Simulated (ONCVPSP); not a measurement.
# Varying the ONCV potential for Tc (Z = 43)

Base potential:

| Item | Value |
| --- | --- |
| Element | Tc (Z = 43) |
| Generator | ONCVPSP 4.0.1 |
| Type | optimised norm-conserving Vanderbilt (ONCV) |
| Functional | LDA (Perdew-Wang 92) |
| Relativity | fully relativistic |
| Frozen core | [Ar] 3d10 4s2 |
| Valence charge | 13 |
| Reference configuration | 4p6 4d5 5s2 |
| Partial waves | 5s: rc 2.60 bohr, ncon 4, nbas 8, qcut 2.1 1/bohr, 2 projectors, debl 3.9 Ha; 4p: rc 1.20 bohr, ncon 5, nbas 8, qcut 7.7 1/bohr, 3 projectors, debl 3.5 Ha; 4d: rc 2.40 bohr, ncon 4, nbas 9, qcut 8 1/bohr, 1 projector |
| Local potential | polynomial inside 0.90 bohr (lpopt 3, dvloc0 3 Ha) |
| Core correction | Teter function, fcfact 4.25, rcfact 1.75 |

Open shells are filled in proportion to 2j + 1.

All-electron outer shells of the reference configuration (LDA (PZ), scalar-relativistic, ld1.x):

| shell | level (eV) | outermost node (bohr) | outermost maximum (bohr) |
| --- | --- | --- | --- |
| 4s | -73.39 | 0.50 | 0.95 |
| 4p | -45.40 | 0.51 | 1.03 |
| 4d | -6.81 | 0.50 | 1.27 |
| 5s | -5.27 | 1.28 | 2.72 |

Cutoffs, loose and tight: the cutoffs (Ha) at which the residual kinetic energy of the hardest occupied pseudo-wave falls to 1 and 0.1 mHa per electron. They do not see the model core or the augmentation charge, which bear on the density cutoff. Test errors are all-electron minus pseudo excitation energies from the reference, over the configurations 4p6 4d5 5s1; 4p6 4d5 5s0; 4p6 4d4 5s0; 4p6 4d5 5s0 5p1. A dash means not determined; rows that change the core or the reference have their own tests.

A true bound ghost makes a file unfit for plane-wave use even where its test errors are small: the radial tests pick states by their node count and pass the ghost by.

```tsv
change	outcome	cutoff, loose	cutoff, tight	bound ghosts	GHOST(+) flags above zero	largest test error (meV)
base	generated	60 Ha	122 Ha	s, p3/2, p1/2	s, p3/2, p1/2	+41
all radii but the core radius scaled by about 0.78 (s 2.02, p 0.94, d 1.86 bohr); local potential polynomial inside 0.70 bohr (lpopt 3, dvloc0 3 Ha)	failed: optimize: ERROR ps0norm > uunorm, code will stop	–	–	–	–	–
all radii but the core radius scaled by about 0.87 (s 2.26, p 1.04, d 2.10 bohr); local potential polynomial inside 0.78 bohr (lpopt 3, dvloc0 3 Ha)	generated	88 Ha	173 Ha	s, p3/2, p1/2	s, p3/2, p1/2	+53
all radii but the core radius scaled by about 0.94 (s 2.44, p 1.12, d 2.24 bohr); local potential polynomial inside 0.84 bohr (lpopt 3, dvloc0 3 Ha)	generated	56 Ha	122 Ha	s, p3/2, p1/2	s, p3/2, p1/2	+53
all radii but the core radius scaled by about 1.33 (s 3.46, p 1.60, d 3.18 bohr); local potential polynomial inside 1.20 bohr (lpopt 3, dvloc0 3 Ha)	generated	24 Ha	39 Ha	s	none	-199
```

Task: What comes out with this change to the base: all radii but the core radius scaled by about 1.15 (s 2.98, p 1.38, d 2.76 bohr); local potential polynomial inside 1.04 bohr (lpopt 3, dvloc0 3 Ha)?

Result: outcome: generated; cutoff, loose: 32 Ha; cutoff, tight: 91 Ha; bound ghosts: s; GHOST(+) flags above zero: none; largest test error (meV): -32.

Task: What comes out with this change to the base: all radii but the core radius scaled by about 1.24 (s 3.22, p 1.48, d 2.98 bohr); local potential polynomial inside 1.12 bohr (lpopt 3, dvloc0 3 Ha)?

Result: outcome: failed: ERROR pspot: first pseudo wave function has node, program will stop. Cause: the optimised pseudo-wave of the first projector has a node, so the radial equation cannot be inverted for a potential.

Task: What comes out with this change to the base: all radii but the core radius scaled by about 1.11 (s 2.88, p 1.32, d 2.66 bohr); local potential polynomial inside 1.00 bohr (lpopt 3, dvloc0 3 Ha)?

Result: outcome: generated; cutoff, loose: 48 Ha; cutoff, tight: 103 Ha; bound ghosts: s; GHOST(+) flags above zero: s, p3/2; largest test error (meV): -22.

Reading the sweep of the scale of all radii but the core radius (base = 1) (base included, trends over the rows without a ghost): Bound ghosts are found at 0.87, 0.94, 1, 1.11, 1.15, 1.33. Every judged row has one, so this setting neither creates nor removes them. The generation fails at 0.78, 1.24.
